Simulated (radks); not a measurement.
Spherical quantum dot in the effective-mass picture: electrons in a parabolic well V = omega^2 r^2 / 2 with omega = 3.71, with a point charge +1 (a donor) at the centre, all in effective atomic units (hartree* = m*/eps^2 hartree, bohr* = eps/m* bohr), one dielectric constant everywhere. Method: non-relativistic Kohn-Sham, r2SCAN, spin-polarised, spherical densities, generalised Kohn-Sham scheme; computed with a radial shooting solver with Libxc functionals. Levels are named by radial order and angular momentum (1s, 1p, 1d, 2s, ...), and open shells are averaged over m.

N = 5, configuration 1s2 1p(up 3, down 0). This is the lowest configuration that the search found. Occupied and some empty levels:

level    occupation  eigenvalue (hartree*)  <r> (bohr*)
1s up             1                 8.7562       0.5813
1s down           1                 9.1412       0.5699
1p up             3                 12.569       0.8034
1p down           0                 13.052       0.8006
2s up             0                 15.859       0.8744
1d up             0                 16.193       0.9607
2s down           0                 16.193       0.8714
1d down           0                 16.687       0.9589
1f up             0                 19.859        1.093
1f down           0                 20.378        1.088

Energy (hartree*): total 41.5039, kinetic 18.905, external 11.380, Hartree 15.731, exchange-correlation -4.5117.
